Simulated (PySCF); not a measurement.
H2Si, charge +1, doublet, at a GFN2-xTB geometry (a state made from the parent by changing its charge; the spin is typed, not shown lowest). Base run: B3LYP/cc-pVDZ (PySCF).

The PySCF input:
```python
from pyscf import gto, scf, dft, solvent

mol = gto.M(
    atom='''
Si   -0.00188956    0.07393088    0.00321608
H    -1.33266146   -0.55380383    0.02090851
H     1.35911528   -0.48122846   -0.06593367
''',
    basis='cc-pvdz',
    charge=1,
    spin=1,
    verbose=4,
)

mf = dft.UKS(mol)
mf.xc = 'b3lyp'
mf.kernel()
mf.analyze()
```

The base run was repeated with changes; each row names its change, and settings that it needs were set with it.

```
change                                                            ΔE vs base (kJ/mol)
----------------------------------------------------------------  -------------------
base                                                                             0.00
model = ddCOSMO; solvent = dimethylsulfoxide                                   -288.2
model = IEF-PCM; solvent = dimethylsulfoxide; lebedev_order = 41               -274.4
model = IEF-PCM; solvent = dimethylsulfoxide; vdw_scale = 1.0                  -337.9
model = IEF-PCM; solvent = dimethylsulfoxide; r_probe = 0.5                    -225.4
model = IEF-PCM; solvent = dimethylsulfoxide; lebedev_order = 11               -275.0
model = SS(V)PE; solvent = dimethylsulfoxide                                   -268.4
model = COSMO; solvent = dimethylsulfoxide                                     -271.5
model = IEF-PCM; solvent = dimethylsulfoxide                                   -274.5
model = IEF-PCM; solvent = n-hexane                                            -131.4
model = IEF-PCM; solvent = 2-propanol                                          -265.9
model = IEF-PCM; solvent = dimethylsulfoxide; vdw_scale = 1.1                  -302.1
```

The base is the gas phase, so ΔE is the electrostatic part of solvation at a fixed geometry, without cavity and dispersion terms.

Open shells are given as the SCF converged; they aren't shown to be the lowest states, and a large step between rows can be another state.
